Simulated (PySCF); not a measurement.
# Relaxation of doublet [SnSe2]-

Level of theory: PySCF, UB3LYP, basis Sn def2-SVPD with ECP28, Se def2-SVPD (scalar-relativistic core potentials, no spin–orbit coupling, density fitting). A (50,194) grid was used.

A hand-made bent start, of C2v symmetry, held to at least that symmetry:

```xyz
3
charge -1 multiplicity 2, angstrom
Sn    0.0000    0.0000   -0.7767
Se    1.9414    0.0000    0.5827
Se   -1.9414    0.0000    0.5827
```

Problem. What forces act on the atoms at the start (eV/Å)?

Solution. 
```json
{"atom": "Sn1", "Fx": "0.00", "Fy": "0.00", "Fz": "-1.22"}
{"atom": "Se2", "Fx": "1.84", "Fy": "0.00", "Fz": "0.61"}
{"atom": "Se3", "Fx": "-1.84", "Fy": "0.00", "Fz": "0.61"}
```

Problem. What does it relax to?

Solution. It ends at C2v with Sn–Se 2.482 Å (×2); Se–Sn–Se 129.8° (after a last refinement on a finer grid). A frequency run shows a minimum. Other isomers or separated fragments may lie lower.

Problem. How much energy is released, and in how many steps?

Solution. 37.6 kJ/mol in 6 steps.

With an element this heavy the missing spin–orbit coupling can shift these numbers.
